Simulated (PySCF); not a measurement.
**Excitation energy of S⁺ by level of theory**

S⁺ [Ne] 3s2 3p3 (4S) → S⁺ [Ne] 3s1 3p3 3d1 (6D), as a difference of total energies. All numbers are calculated (PySCF 2.14, scalar relativity by spin-free X2C-1e, in x2c-TZVPPall with one added diffuse shell each of s, p, d type (6s6p4d1f, 51 functions)). Correlated levels: valence: [Ne] frozen; valence and next inner shell: 1s2 frozen. The calculations carry no spin-orbit coupling.

| method | excitation energy (cm⁻¹) |
| --- | --- |
| UHF | 147720 |
| LDA | 164940 |
| PBE | 163140 |
| PBE0 | 162350 |
| r2SCAN | 158330 |
| B3LYP | 167080 |
| TPSSh | 163410 |
| PW91 | 163220 |
| MP2 (valence) | 161120 |
| SCS-MP2 (valence) | 164680 |
| MP2 (valence and next inner shell) | 162830 |
| SCS-MP2 (valence and next inner shell) | 165980 |

The promoted electron is Rydberg-like, and one or two diffuse shells describe it only roughly, which tends to raise the upper state.
